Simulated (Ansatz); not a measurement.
Isolated molecules relaxed with PBE0-D4/def2-TZVP in Ansatz; ΔE leaves out vibrations. CCSD(T)/CBS is the MP2 limit (def2-TZVPP, def2-QZVPP) plus CCSD(T) − MP2 in def2-TZVPP, frozen cores. This one scheme is used for every species. DFT in def2-TZVPP. B3LYP here is the variant with VWN-RPA as its local correlation; programs differ in this. Each species was taken in one conformer, which may not be the lowest.

Reaction (formal exchange of groups at a C–Si bond): `C=CC[SiH](F)Cl` + `C=CC` → `C=CCCC=C` + `F[SiH2]Cl`

`C=CC[SiH](F)Cl`:

```xyz
12

C     1.170    0.394    1.640
C     0.645    0.767    0.481
C    -0.730    0.423    0.013
Si   -0.684   -0.944   -1.247
F    -2.165   -1.249   -1.752
Cl    0.418   -0.369   -2.870
H     2.187    0.654    1.907
H     0.600   -0.179    2.366
H     1.255    1.338   -0.216
H    -1.228    1.286   -0.443
H    -1.355    0.077    0.843
H    -0.113   -2.199   -0.722
```

`C=CC`:

```xyz
9

C     0.974    0.632   -0.756
C    -0.173    0.011   -0.516
C    -0.623   -0.468    0.821
H     1.684    0.837    0.039
H     1.245    0.957   -1.754
H    -0.852   -0.172   -1.346
H    -1.572   -0.002    1.106
H    -0.797   -1.549    0.812
H     0.114   -0.245    1.594
```

`C=CCCC=C`:

Z-matrix (Å, degrees):
```
C
C 1 1.492
C 1 1.535 2 113.0
H 1 1.096 2 109.0 3 120.2
H 1 1.094 2 109.9 3 -122.7
C 2 1.325 1 125.3 3 119.1
H 2 1.090 1 115.8 3 -60.3
C 3 1.492 1 113.0 2 -65.5
H 3 1.094 1 109.5 2 172.0
H 3 1.098 1 108.4 2 55.9
H 6 1.084 2 121.6 1 -179.9
H 6 1.086 2 121.3 1 0.3
C 8 1.326 3 124.8 1 -121.5
H 8 1.088 3 116.1 1 57.5
H 13 1.084 8 121.6 3 179.6
H 13 1.086 8 121.4 3 -0.6
```

`F[SiH2]Cl`:

Z-matrix (Å, degrees):
```
Si
F 1 1.589
Cl 1 2.036 2 108.8
H 1 1.475 2 108.3 3 -118.2
H 1 1.475 2 108.3 3 118.2
```

```
             level  ΔE (kJ/mol)  difference from CCSD(T)/CBS
            PBE-D4         57.6                          6.6
           PBE0-D4         56.3                          5.3
          B3LYP-D4         55.6                          4.6
           ωB97X-V         52.1                          1.1
           ωB97M-V         55.3                          4.3
               PBE         56.9                          5.9
            r2SCAN         59.0                          8.0
             B3LYP         54.1                          3.1
    MP2/def2-TZVPP         50.4                         -0.6
SCS-MP2/def2-TZVPP         47.2                         -3.8
   CCSD/def2-TZVPP         49.2                         -1.8
     HF/def2-QZVPP         46.2                         -4.8
    MP2/def2-QZVPP         51.0                          0.0
SCS-MP2/def2-QZVPP         47.9                         -3.1
      HF/CBS(def2)         46.1                         -4.9
    CCSD/CBS(def2)         50.6                         -0.4
       CCSD(T)/CBS         51.0                            0
```

Largest T1 diagnostic among the species: 0.011.
